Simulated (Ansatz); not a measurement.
Ansatz (a quantum-chemistry and plane-wave program) input (HF/3-21G): The .json file is the Basis Set Exchange's 3-21G.

Ansatz 0.2 input:
```yaml
crystal:
  periodic: [false, false, false]
  atoms:
    - {symbol: C, position_ang: [-1.54162545, 0.03677407, 0.08680129]}
    - {symbol: C, position_ang: [-0.36213456, -0.38819011, -0.80507687]}
    - {symbol: C, position_ang: [0.97146479, -0.11373145, -0.24307361]}
    - {symbol: O, position_ang: [1.20175703, 0.42561458, 0.87731313]}
    - {symbol: H, position_ang: [-1.54506237, -0.49610996, 1.03135635]}
    - {symbol: H, position_ang: [-1.55021481, 1.10723661, 0.26057605]}
    - {symbol: H, position_ang: [-2.46724704, -0.20768381, -0.41552278]}
    - {symbol: H, position_ang: [-0.39701770, 0.10453093, -1.77824779]}
    - {symbol: H, position_ang: [-0.39200247, -1.45611724, -1.02799398]}
    - {symbol: H, position_ang: [1.86371822, -0.37044328, -0.78303981]}
    - {symbol: H, position_ang: [0.46754114, 0.70455507, 1.46246209]}
basis:
  gaussian:
    orbitals: 3-21G.json
hamiltonian:
  xc: {name: HF}
total_charge: 1
phonons: {temperatures: {t_min: 298.15, t_max: 298.15, t_step: 100}}
```

Output:

```
Functional definition: HF
integrals: 0.01 GiB planned
657 factors; integrals over basis functions are off by at most 6.1e-4 eV
mean field: 0.09 GiB planned
mean field evaluation 1: about -5199.7227 eV, gradient 3.8e1 eV
mean field evaluation 2: about -5199.7161 eV, gradient 3.8e1 eV
mean field evaluation 4: about -5202.6202 eV, gradient 3.5e0 eV
mean field evaluation 8: about -5202.6549 eV, gradient 3.0e-5 eV
mean field -5202.65456911 eV, -191.1940289289 hartree, gradient 1.4e-5 eV, S^2 0.000000; 0 other end points of the search recorded, 0 dependent functions left out
the calculation of the forces begins
reference -5202.65456911 eV, -191.1940289289 hartree; 16, 16 occupied and 34, 34 virtual orbitals, 657 factors
these checks for a lower state are left out or cut short: stability, starts, cluster_reference, orbital_swaps, neighbouring_geometries, increment
integrals: 0.01 GiB planned
657 factors; integrals over basis functions are off by at most 6.1e-4 eV
mean field: 0.09 GiB planned
mean field evaluation 16: about -5202.6544 eV, gradient 4.7e-6 eV
mean field -5202.65438868 eV, -191.1940222981 hartree, gradient 1.1e-6 eV, S^2 0.000000; 0 other end points of the search recorded, 0 dependent functions left out
the calculation of the forces begins
reference -5202.65438868 eV, -191.1940222981 hartree; 16, 16 occupied and 34, 34 virtual orbitals, 657 factors
these checks for a lower state are left out or cut short: stability, starts, cluster_reference, orbital_swaps, neighbouring_geometries, increment
integrals: 0.01 GiB planned
657 factors; integrals over basis functions are off by at most 6.1e-4 eV
mean field: 0.09 GiB planned
mean field -5202.65439326 eV, -191.1940224665 hartree, gradient 1.1e-6 eV, S^2 0.000000; 0 other end points of the search recorded, 0 dependent functions left out
the calculation of the forces begins
reference -5202.65439326 eV, -191.1940224665 hartree; 16, 16 occupied and 34, 34 virtual orbitals, 657 factors
these checks for a lower state are left out or cut short: stability, starts, cluster_reference, orbital_swaps, neighbouring_geometries, increment
integrals: 0.01 GiB planned
657 factors; integrals over basis functions are off by at most 6.1e-4 eV
mean field: 0.09 GiB planned
mean field evaluation 32: about -5202.6544 eV, gradient 4.7e-6 eV
mean field -5202.65438595 eV, -191.1940221978 hartree, gradient 1.1e-6 eV, S^2 0.000000; 0 other end points of the search recorded, 0 dependent functions left out
the calculation of the forces begins
reference -5202.65438595 eV, -191.1940221978 hartree; 16, 16 occupied and 34, 34 virtual orbitals, 657 factors
these checks for a lower state are left out or cut short: stability, starts, cluster_reference, orbital_swaps, neighbouring_geometries, increment
integrals: 0.01 GiB planned
657 factors; integrals over basis functions are off by at most 6.1e-4 eV
mean field: 0.09 GiB planned
mean field -5202.65438680 eV, -191.1940222289 hartree, gradient 1.1e-6 eV, S^2 0.000000; 0 other end points of the search recorded, 0 dependent functions left out
the calculation of the forces begins
reference -5202.65438680 eV, -191.1940222289 hartree; 16, 16 occupied and 34, 34 virtual orbitals, 657 factors
these checks for a lower state are left out or cut short: stability, starts, cluster_reference, orbital_swaps, neighbouring_geometries, increment
integrals: 0.01 GiB planned
657 factors; integrals over basis functions are off by at most 6.1e-4 eV
mean field: 0.09 GiB planned
mean field -5202.65439854 eV, -191.1940226606 hartree, gradient 1.1e-6 eV, S^2 0.000000; 0 other end points of the search recorded, 0 dependent functions left out
the calculation of the forces begins
reference -5202.65439854 eV, -191.1940226606 hartree; 16, 16 occupied and 34, 34 virtual orbitals, 657 factors
these checks for a lower state are left out or cut short: stability, starts, cluster_reference, orbital_swaps, neighbouring_geometries, increment
integrals: 0.01 GiB planned
657 factors; integrals over basis functions are off by at most 6.1e-4 eV
mean field: 0.09 GiB planned
mean field -5202.65439514 eV, -191.1940225356 hartree, gradient 1.1e-6 eV, S^2 0.000000; 0 other end points of the search recorded, 0 dependent functions left out
the calculation of the forces begins
reference -5202.65439514 eV, -191.1940225356 hartree; 16, 16 occupied and 34, 34 virtual orbitals, 657 factors
these checks for a lower state are left out or cut short: stability, starts, cluster_reference, orbital_swaps, neighbouring_geometries, increment
integrals: 0.01 GiB planned
657 factors; integrals over basis functions are off by at most 6.1e-4 eV
mean field: 0.09 GiB planned
mean field evaluation 64: about -5202.6544 eV, gradient 1.1e-6 eV
[...]
integrals: 0.01 GiB planned
657 factors; integrals over basis functions are off by at most 6.1e-4 eV
mean field: 0.09 GiB planned
mean field evaluation 224: about -5202.6545 eV, gradient 1.1e-6 eV
mean field -5202.65453436 eV, -191.1940276517 hartree, gradient 1.1e-6 eV, S^2 0.000000; 0 other end points of the search recorded, 0 dependent functions left out
the calculation of the forces begins
reference -5202.65453436 eV, -191.1940276517 hartree; 16, 16 occupied and 34, 34 virtual orbitals, 657 factors
these checks for a lower state are left out or cut short: stability, starts, cluster_reference, orbital_swaps, neighbouring_geometries, increment
integrals: 0.01 GiB planned
657 factors; integrals over basis functions are off by at most 6.1e-4 eV
mean field: 0.09 GiB planned
mean field -5202.65453466 eV, -191.1940276628 hartree, gradient 1.1e-6 eV, S^2 0.000000; 0 other end points of the search recorded, 0 dependent functions left out
the calculation of the forces begins
reference -5202.65453466 eV, -191.1940276628 hartree; 16, 16 occupied and 34, 34 virtual orbitals, 657 factors
these checks for a lower state are left out or cut short: stability, starts, cluster_reference, orbital_swaps, neighbouring_geometries, increment
integrals: 0.01 GiB planned
657 factors; integrals over basis functions are off by at most 6.1e-4 eV
mean field: 0.09 GiB planned
mean field -5202.65447833 eV, -191.1940255929 hartree, gradient 1.1e-6 eV, S^2 0.000000; 0 other end points of the search recorded, 0 dependent functions left out
the calculation of the forces begins
reference -5202.65447833 eV, -191.1940255929 hartree; 16, 16 occupied and 34, 34 virtual orbitals, 657 factors
these checks for a lower state are left out or cut short: stability, starts, cluster_reference, orbital_swaps, neighbouring_geometries, increment
integrals: 0.01 GiB planned
657 factors; integrals over basis functions are off by at most 6.1e-4 eV
mean field: 0.09 GiB planned
mean field -5202.65448012 eV, -191.1940256585 hartree, gradient 1.1e-6 eV, S^2 0.000000; 0 other end points of the search recorded, 0 dependent functions left out
the calculation of the forces begins
reference -5202.65448012 eV, -191.1940256585 hartree; 16, 16 occupied and 34, 34 virtual orbitals, 657 factors
these checks for a lower state are left out or cut short: stability, starts, cluster_reference, orbital_swaps, neighbouring_geometries, increment
integrals: 0.01 GiB planned
657 factors; integrals over basis functions are off by at most 6.1e-4 eV
mean field: 0.09 GiB planned
mean field -5202.65451244 eV, -191.1940268464 hartree, gradient 1.1e-6 eV, S^2 0.000000; 0 other end points of the search recorded, 0 dependent functions left out
the calculation of the forces begins
reference -5202.65451244 eV, -191.1940268464 hartree; 16, 16 occupied and 34, 34 virtual orbitals, 657 factors
these checks for a lower state are left out or cut short: stability, starts, cluster_reference, orbital_swaps, neighbouring_geometries, increment
integrals: 0.01 GiB planned
657 factors; integrals over basis functions are off by at most 6.1e-4 eV
mean field: 0.09 GiB planned
mean field evaluation 256: about -5202.6619 eV, gradient 1.5e-5 eV
mean field -5202.65451829 eV, -191.1940270613 hartree, gradient 1.1e-6 eV, S^2 0.000000; 0 other end points of the search recorded, 0 dependent functions left out
the calculation of the forces begins
reference -5202.65451829 eV, -191.1940270613 hartree; 16, 16 occupied and 34, 34 virtual orbitals, 657 factors
these checks for a lower state are left out or cut short: stability, starts, cluster_reference, orbital_swaps, neighbouring_geometries, increment
integrals: 0.01 GiB planned
657 factors; integrals over basis functions are off by at most 6.1e-4 eV
mean field: 0.09 GiB planned
mean field -5202.65451760 eV, -191.1940270359 hartree, gradient 1.1e-6 eV, S^2 0.000000; 0 other end points of the search recorded, 0 dependent functions left out
the calculation of the forces begins
reference -5202.65451760 eV, -191.1940270359 hartree; 16, 16 occupied and 34, 34 virtual orbitals, 657 factors
these checks for a lower state are left out or cut short: stability, starts, cluster_reference, orbital_swaps, neighbouring_geometries, increment
integrals: 0.01 GiB planned
657 factors; integrals over basis functions are off by at most 6.1e-4 eV
mean field: 0.09 GiB planned
mean field -5202.65451959 eV, -191.1940271089 hartree, gradient 1.1e-6 eV, S^2 0.000000; 0 other end points of the search recorded, 0 dependent functions left out
the calculation of the forces begins
reference -5202.65451959 eV, -191.1940271089 hartree; 16, 16 occupied and 34, 34 virtual orbitals, 657 factors
these checks for a lower state are left out or cut short: stability, starts, cluster_reference, orbital_swaps, neighbouring_geometries, increment
integrals: 0.01 GiB planned
657 factors; integrals over basis functions are off by at most 6.1e-4 eV
mean field: 0.09 GiB planned
mean field -5202.65449215 eV, -191.1940261007 hartree, gradient 1.1e-6 eV, S^2 0.000000; 0 other end points of the search recorded, 0 dependent functions left out
the calculation of the forces begins
reference -5202.65449215 eV, -191.1940261007 hartree; 16, 16 occupied and 34, 34 virtual orbitals, 657 factors
these checks for a lower state are left out or cut short: stability, starts, cluster_reference, orbital_swaps, neighbouring_geometries, increment
integrals: 0.01 GiB planned
657 factors; integrals over basis functions are off by at most 6.1e-4 eV
mean field: 0.09 GiB planned
mean field evaluation 288: about -5202.6545 eV, gradient 4.7e-6 eV
mean field -5202.65448916 eV, -191.1940259907 hartree, gradient 1.1e-6 eV, S^2 0.000000; 0 other end points of the search recorded, 0 dependent functions left out
the calculation of the forces begins
reference -5202.65448916 eV, -191.1940259907 hartree; 16, 16 occupied and 34, 34 virtual orbitals, 657 factors
these checks for a lower state are left out or cut short: stability, starts, cluster_reference, orbital_swaps, neighbouring_geometries, increment
integrals: 0.01 GiB planned
657 factors; integrals over basis functions are off by at most 6.1e-4 eV
mean field: 0.09 GiB planned
mean field -5202.65452076 eV, -191.1940271520 hartree, gradient 1.1e-6 eV, S^2 0.000000; 0 other end points of the search recorded, 0 dependent functions left out
the calculation of the forces begins
reference -5202.65452076 eV, -191.1940271520 hartree; 16, 16 occupied and 34, 34 virtual orbitals, 657 factors
these checks for a lower state are left out or cut short: stability, starts, cluster_reference, orbital_swaps, neighbouring_geometries, increment
integrals: 0.01 GiB planned
657 factors; integrals over basis functions are off by at most 6.1e-4 eV
mean field: 0.09 GiB planned
mean field -5202.65452040 eV, -191.1940271386 hartree, gradient 1.1e-6 eV, S^2 0.000000; 0 other end points of the search recorded, 0 dependent functions left out
the calculation of the forces begins
reference -5202.65452040 eV, -191.1940271386 hartree; 16, 16 occupied and 34, 34 virtual orbitals, 657 factors
Total energy: -5202.65456911 eV, -191.1940289289 hartree
Atom 0 at    -1.541625     0.036774     0.086801 Å, force    -0.000241    -0.000401    -0.000833 eV/Å
Atom 1 at    -0.362135    -0.388190    -0.805077 Å, force     0.000419     0.000297     0.000614 eV/Å
Atom 2 at     0.971465    -0.113731    -0.243074 Å, force    -0.000183     0.000751     0.001563 eV/Å
Atom 3 at     1.201757     0.425615     0.877313 Å, force    -0.000117    -0.000558    -0.001160 eV/Å
Atom 4 at    -1.545062    -0.496110     1.031356 Å, force    -0.000258     0.000388     0.000051 eV/Å
Atom 5 at    -1.550215     1.107237     0.260576 Å, force    -0.000256    -0.000204     0.000335 eV/Å
Atom 6 at    -2.467247    -0.207684    -0.415523 Å, force    -0.000173     0.000183     0.000381 eV/Å
Atom 7 at    -0.397018     0.104531    -1.778248 Å, force     0.000648    -0.000058    -0.000219 eV/Å
Atom 8 at    -0.392002    -1.456117    -1.027994 Å, force     0.000648    -0.000131    -0.000183 eV/Å
Atom 9 at     1.863718    -0.370443    -0.783040 Å, force    -0.000586    -0.000500    -0.001035 eV/Å
Atom 10 at     0.467541     0.704555     1.462462 Å, force     0.000100     0.000234     0.000486 eV/Å
Dipole moment:     0.156715    -0.067736    -0.141949 e Å
Vibrations: 152.66 262.44 279.20 661.20 662.22 868.65 909.42 1066.40 1110.87 1180.60 1273.25 1281.82 1422.05 1489.67 1519.11 1549.69 1594.54 1661.14 1676.45 1704.33 3165.20 3190.97 3202.83 3268.07 3299.31 3361.55 3729.01 cm⁻¹, zero-point energy 2.823285 eV
```

The blocks after the first are displaced geometries, from whose forces the wavenumbers follow.

The dipole moment of an ion depends on the origin.
